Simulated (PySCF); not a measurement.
C₆H₁₄S₂, SMILES CSCCCCSC.

Geometry: B3LYP-D3(BJ)/def2-SVP. Other conformers were not sampled.

Level of theory: TDA-ωB97X/def2-SVP run with PySCF.

Vertical excitations. The molecule is in vacuum. State labels are in the subgroup C2h.

Problem. Give excitation energies, oscillator strengths and character. (The exact figures need the calculation; the answer reports its results.)

Solution. 
```
state  symmetry  energy (eV)  λ (nm)      f                                                                   main pairs
-----  --------  -----------  ------  -----  ---------------------------------------------------------------------------
S1           Au         5.90     210  0.000                                           HOMO−1→LUMO+1 46 %, HOMO→LUMO 37 %
S2           Bg         5.90     210  0.000                                           HOMO→LUMO+1 46 %, HOMO−1→LUMO 37 %
S3           Au         7.70     161  0.021                                         HOMO→LUMO+2 47 %, HOMO−1→LUMO+3 43 %
S4           Bg         7.70     161  0.000                                         HOMO−1→LUMO+2 46 %, HOMO→LUMO+3 44 %
S5           Bg         7.92     157  0.000                     HOMO→LUMO+5 47 %, HOMO−1→LUMO+6 21 %, HOMO−1→LUMO+9 16 %
S6           Au         7.92     157  0.007                       HOMO−1→LUMO+5 46 %, HOMO→LUMO+6 21 %, HOMO→LUMO+9 16 %
S7           Au         8.74     142  0.000      HOMO→LUMO 29 %, HOMO→LUMO+6 16 %, HOMO→LUMO+9 16 %, HOMO−1→LUMO+10 12 %
S8           Bg         8.75     142  0.000  HOMO−1→LUMO 29 %, HOMO−1→LUMO+6 16 %, HOMO−1→LUMO+9 15 %, HOMO→LUMO+10 12 %
S9           Ag         8.82     141  0.000                                         HOMO→LUMO+4 67 %, HOMO−1→LUMO+8 29 %
S10          Bu         8.84     140  0.117                                         HOMO−1→LUMO+4 66 %, HOMO→LUMO+8 29 %
T1           Au         5.32     233      0                                           HOMO−1→LUMO+1 45 %, HOMO→LUMO 35 %
T2           Bg         5.32     233      0                                           HOMO→LUMO+1 45 %, HOMO−1→LUMO 35 %
T3           Au         6.66     186      0                       HOMO−1→LUMO+5 43 %, HOMO→LUMO+6 18 %, HOMO→LUMO+9 17 %
T4           Bg         6.66     186      0                     HOMO→LUMO+5 43 %, HOMO−1→LUMO+6 18 %, HOMO−1→LUMO+9 17 %
```
Triplets are in the Tamm–Dancoff approximation.
